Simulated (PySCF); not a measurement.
**Ionisation energy of S¹⁴⁺ by level of theory**

S¹⁴⁺ 1s2 (1S) → S¹⁵⁺ 1s1 (2S), as a difference of total energies. All numbers are calculated (PySCF 2.14, the non-relativistic Hamiltonian (point nucleus), in an uncontracted even-tempered set (15 s from 9.6 bohr⁻², ratio 2.2; 7 p from 15 bohr⁻², ratio 2.4; 4 d from 44 bohr⁻², ratio 2.4; 3 f from 67 bohr⁻², ratio 2.4; 3 g from 100 bohr⁻², ratio 2.4)). Correlated levels: nothing frozen; virtual orbitals above 40 to 60 times the deepest correlated orbital energy dropped. The calculations carry no spin-orbit coupling.

```json
{"method": "UHF", "ionisation energy (eV)": "3214.0"}
{"method": "MP2 (all electrons)", "ionisation energy (eV)": "3215.2"}
{"method": "SCS-MP2 (all electrons)", "ionisation energy (eV)": "3215.4"}
{"method": "CCSD (all electrons)", "ionisation energy (eV)": "3215.2"}
```

These non-relativistic numbers lack the scalar-relativistic shift.

With two correlated electrons CCSD is exact in that space.

For comparison: 3223.8 eV (theoretical estimate listed by NIST; NIST Atomic Spectra Database, ionization energies).
